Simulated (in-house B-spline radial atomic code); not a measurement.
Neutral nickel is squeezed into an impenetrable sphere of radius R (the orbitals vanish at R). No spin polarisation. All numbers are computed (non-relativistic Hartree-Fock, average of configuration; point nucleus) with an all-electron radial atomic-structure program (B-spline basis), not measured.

Energies in eV above the free atom in [Ar] 3d8 4s2:

```tsv
R (bohr)	highest level (eV)	[Ar] 3d8 4s2	[Ar] 3d8 4s1 4d1	[Ne] 3s2 3p5 3d8 4s2 4d1	-dE/dV in [Ar] 3d8 4s2 (GPa)
7.59	-7.34	0.1623	8.908	84.22	0.271
6.84	-7.14	0.3724	10.15	85.33	0.753
5.41	-6.09	1.78	14.95	89.81	5.76
4.11	-2.44	7.837	27.64	103.1	48.2
3.61	1.2	14.66	38.89	115.7	126
3.23	6.11	24.53	53.26	132.3	286
2.55	26.4	70.22	110.1	201	1590
2.13	58.8	152.8	200.7	312.9	5820
1.85	103	278.2	329.6	472.6	16000
1.21	452	1557	1564	1955	290000
```

Problem. Does [Ar] 3d8 4s1 4d1 fall below [Ar] 3d8 4s2 under compression?

Solution. No, it stays above over the whole range.

Problem. Does [Ne] 3s2 3p5 3d8 4s2 4d1 fall below [Ar] 3d8 4s2 under compression?

Solution. No, it stays above over the whole range.

The highest level is first positive in the row R = 3.61 bohr, pushed up by confinement above the zero of the free ion's potential. Each configuration is held fixed and needn't be the lowest in the sphere.
